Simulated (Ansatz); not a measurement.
Reactions of H₇NSSi₂, SMILES `[SiH3]N[SiH2]S`.

Isolated molecules relaxed with PBE0-D4/def2-TZVP in Ansatz; ΔE leaves out vibrations. CBS: MP2 limit from def2 TZ/QZ plus the TZ coupled-cluster correction, frozen cores. This one scheme is used for every species. DFT in def2-TZVPP. B3LYP here is the variant with VWN-RPA as its local correlation; programs differ in this. Open shells (•) are unrestricted, without spin–orbit coupling. For Br, Ge, Se outer-core shells are correlated without core-valence functions, which leaves a few kJ/mol of doubt a bond. Scalar relativity is left out up to krypton. Each species was taken in one conformer, which may not be the lowest.

```
                                                                   reaction  B3LYP-D4 (kJ/mol)  CCSD/CBS(def2) (kJ/mol)
                    `[SiH3]N[SiH2]S` + `COC=O` → `O=COC[SiH2]S` + `N[SiH3]`                 88                       90
                        `[SiH3]N[SiH2]S` + `BCl` → `S[SiH2]BCl` + `N[SiH3]`                 85                       88
                                        `[SiH3]N[SiH2]S` → `N[SiH2]S[SiH3]`                 -4                       -4
      `[SiH3]N[SiH2]S` + `O[SiH](F)CCl` → `[SiH3]N[SiH2]Cl` + `O[SiH](F)CS`                -57                      -59
                           `[SiH3]N[SiH2]S` + HBr → `[SiH3]N[SiH2]Br` + H₂S                -38                      -42
                   `[SiH3]N[SiH2]S` + `C[SeH]` → `C[Se][SiH2]S` + `N[SiH3]`                 -1                        0
                            `[SiH3]N[SiH2]S` + H₂O → `O[SiH2]N[SiH3]` + H₂S                -41                      -40
                                       `[SiH3]N[SiH2]S` → `N[SiH]([SiH3])S`                 56                       62
`[SiH3]N[SiH2]S` + `C#[C][GeH2][OH]` → `[OH][GeH2][C]#C[SiH3]` + `N[SiH2]S`                 16                       19
                              `[SiH3]N[SiH2]S` → `[NH][SiH3]`• + `[SiH2]S`•                456                      479
```

Task: Give the CCSD(T)/CBS values in the same order. (An estimate is asked.)

Result: The calculation gave: 89, 87, -6, -58, -40, -3, -37, 60, 18, 488 kJ/mol.

Largest T1 diagnostic: 0.016, for `[SiH2]S`•.
